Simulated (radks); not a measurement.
Values are calculated unless marked as measured or tabulated.
Task: The table gives one normalised radial function P(r) = r R(r) of Kr+ in [Ar] 3d10 4s2 4p5 (r in bohr). Code: a radial shooting solver on a logarithmic mesh with Libxc functionals. Model: scalar-relativistic Kohn-Sham, r2SCAN, spin-polarised, spherical densities, finite nucleus; open shells are filled with parallel spins first; meta-GGA in the generalised Kohn-Sham scheme; Fermi nuclear charge, rms radius 4.1884 fm.

| r | P |
|---|---|
| 0.003103 | 0.0000 |
| 0.003526 | 0.0000 |
| 0.00404 | 0.0001 |
| 0.004629 | 0.0001 |
| 0.005261 | 0.0001 |
| 0.006027 | 0.0002 |
| 0.006905 | 0.0003 |
| 0.007848 | 0.0004 |
| 0.008991 | 0.0006 |
| 0.0103 | 0.0008 |
| 0.01171 | 0.0012 |
| 0.01341 | 0.0018 |
| 0.01524 | 0.0025 |
| 0.01747 | 0.0037 |
| 0.02001 | 0.0053 |
| 0.02274 | 0.0075 |
| 0.02606 | 0.0109 |
| 0.02985 | 0.0156 |
| 0.03393 | 0.0218 |
| 0.03887 | 0.0309 |
| 0.04453 | 0.0435 |
| 0.05062 | 0.0597 |
| 0.05799 | 0.0826 |
| 0.06591 | 0.1113 |
| 0.07551 | 0.1510 |
| 0.08651 | 0.2022 |
| 0.09832 | 0.2627 |
| 0.1126 | 0.3418 |
| 0.1291 | 0.4370 |
| 0.1467 | 0.5413 |
| 0.168 | 0.6657 |
| 0.191 | 0.7921 |
| 0.2188 | 0.9303 |
| 0.2507 | 1.0643 |
| 0.2849 | 1.1766 |
| 0.3264 | 1.2712 |
| 0.374 | 1.3287 |
| 0.4251 | 1.3406 |
| 0.487 | 1.3041 |
| 0.5579 | 1.2192 |
| 0.6341 | 1.1015 |
| 0.7265 | 0.9470 |
| 0.8257 | 0.7865 |
| 0.946 | 0.6145 |
| 1.084 | 0.4544 |
| 1.232 | 0.3244 |
| 1.411 | 0.2136 |
| 1.617 | 0.1312 |
| 1.838 | 0.0771 |
| 2.105 | 0.0402 |
| 2.412 | 0.0190 |
| 2.741 | 0.0085 |
| 3.141 | 0.0032 |
| 3.57 | 0.0011 |
| 4.09 | 0.0003 |
| 4.686 | 0.0001 |
| 5.325 | 0.0000 |
| 6.101 | 0.0000 |

Which n and l does it have? It may be an empty orbital.

Result: n = 3, l = 2: the number of nodes gives n - l - 1 = 0, the rise at small r (about r^(l+1)) gives l, and the extent must fit the shell. The curve is that of 3d down; the table hardly tells the two spins apart. 3d down: eigenvalue -94.709 eV, 0 radial nodes, <r> = 0.555 bohr, 90 % of the charge inside 0.907 bohr.
